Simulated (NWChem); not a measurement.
# CuH₃O; SMILES [CuH]<-[OH2]

Program: NWChem. The geometry was optimised at PBE0/def2-SVP. Ions are spin-unrestricted doublets at the neutral geometry; other ion states weren't tried. Functional: LC-ωPBE (HJS hole) with def2-SVP; rows give the range parameter ω in 1/bohr.

```tsv
range parameter (1/bohr)	vertical ionisation energy, ΔSCF (eV)	−ε(HOMO) (eV)	ΔSCF minus −ε(HOMO) (eV)
0.15	8.16	6.34	1.82
0.25	8.10	7.23	0.87
0.30	8.07	7.55	0.52
0.35	…	…	…
0.40	10.06	8.01	2.05
```

What belongs in the gaps?


- 0.35, vertical ionisation energy, ΔSCF (eV): 10.10
- 0.35, −ε(HOMO) (eV): 7.80
- 0.35, ΔSCF minus −ε(HOMO) (eV): 2.30
